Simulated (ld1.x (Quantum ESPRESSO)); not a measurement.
# Configuration tests for S (Z = 16) (ultrasoft)

S (Z = 16), ultrasoft, made with ld1.x (Quantum ESPRESSO) 7.5 (PBEsol, scalar-relativistic). Core [Ne], reference 3s1 3p5. Waves: 3s (bound): rcut 1.20, rcutus 1.28 bohr; 3s channel at 0.65 Ry: rcut 1.20, rcutus 1.28 bohr; 3p (bound): rcut 1.30, rcutus 1.40 bohr; 3p channel at -0.15 Ry: rcut 1.30, rcutus 1.40 bohr. Local part: all-electron potential smoothed inside 1.40 bohr (lloc = -1). Core correction: a·sin(br)/r model core inside 1.25 bohr. Augmentation charge: PSQ, radius 0.95 bohr.

Energies are relative to the spin-unpolarised reference configuration 3s1 3p5; without spin polarisation the order of configurations can differ from experiment.

Q: Give the all-electron excitation energy and the error of the potential for: 3s2 3p4; 3s2 3p3; 3s2 3p2; 3s2 3p3.5; 3s2 3p1; 3s2 3p4.3; 3s0 3p6.

A:

```
valence configuration  charge  ΔE all-electron (eV)  error AE − PS (meV)
              3s2 3p4       0               -10.280                 +2.1
              3s2 3p3      +1                 1.454                 +3.6
              3s2 3p2      +2                23.695                 +7.5
            3s2 3p3.5    +0.5                -5.636                 +2.6
              3s2 3p1      +3                57.694                  +14
            3s2 3p4.3    -0.3               -11.980                 +1.9
              3s0 3p6       0                10.399                 +1.8
```
